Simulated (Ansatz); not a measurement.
Consider the redistribution: `[SiH3][O][In]([Cl])[Cl]` + `O=COC[SiH2]S` → `[SiH3][O][In]([SH])[Cl]` + `O=COC[SiH2]Cl`.

Calculated with Ansatz (gas phase, PBE0-D4/def2-TZVP geometries, no zero-point term in ΔE). CBS: MP2 limit from def2 TZ/QZ plus the TZ coupled-cluster correction, frozen cores. DFT in def2-TZVPP. Elements past krypton have def2 core potentials. For In outer-core shells are correlated without core-valence functions, which leaves a few kJ/mol of doubt a bond. Each species was taken in one conformer, which may not be the lowest.

```csv
level,ΔE (kcal/mol),difference from CCSD(T)/CBS
PBE0-D4,-6.2,0.2
ωB97X-V,-5.9,0.5
B2PLYP,-6.5,-0.1
PBE,-6.2,0.2
r2SCAN,-6.3,0.1
HF/def2-TZVPP,-5.1,1.3
MP2/def2-TZVPP,-7.1,-0.7
CCSD/def2-TZVPP,-6.3,0.1
CCSD(T)/def2-TZVPP,-6.4,0.0
SCS-MP2/def2-QZVPP,-6.6,-0.2
CCSD(T)/CBS,-6.4,0
```

Largest T1 diagnostic among the species: 0.015.

In def2-TZVPP, CCSD(T) changes the Hartree–Fock value by −1.3 kcal/mol (the triples alone add −0.1 kcal/mol) and MP2 by −2.0 kcal/mol.
